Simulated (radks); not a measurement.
Values are calculated unless marked as measured or tabulated.
Task: Ionisation of neutral zirconium, [Kr] 4d2 5s2, to [Kr] 4d2 5s1 as the strength of local exchange is varied. Code: a radial shooting solver on a logarithmic mesh with Libxc functionals. Model: Dirac Kohn-Sham, Slater X-alpha exchange (alpha = 2/3 is LDA exchange), no correlation, spin-unpolarised, spherical densities, finite nucleus; open shells fill j = l - 1/2 first; Fermi nuclear charge, rms radius 4.2694 fm.

alpha  E(Zr) (hartree)  exchange (hartree)  IE (eV)  -e of the level emptied (eV)  <r> of it (bohr)
0.602      -3581.02662           -95.78884    6.094                 3.422 (5s1/2)             3.847
0.629      -3585.32529          -100.20080    6.231                 3.542 (5s1/2)             3.820
0.667      -3591.38367          -106.42693    6.426                 3.715 (5s1/2)             3.784
0.741      -3603.20979          -118.60751    6.817                 4.065 (5s1/2)             3.713
0.912      -3630.68005          -147.03706    7.772                 4.937 (5s1/2)             3.557
0.952      -3637.13447          -153.74405    8.006                 5.153 (5s1/2)             3.522
x          -3649.10369          -166.20863    8.447                 5.565 (5s1/2)             3.459

Which alpha was used in the last row?

Result: alpha = 1.026. NIST Atomic Spectra Database: 6.634 eV (measured). The Delta-SCF value meets it near alpha = 0.71. Spin polarisation and multiplet splitting are left out, so open shells lie too high by an amount that depends on their filling.

Beside tabulated values, note that spin-unpolarised runs miss the spin-polarisation part of the exchange energy of open shells.
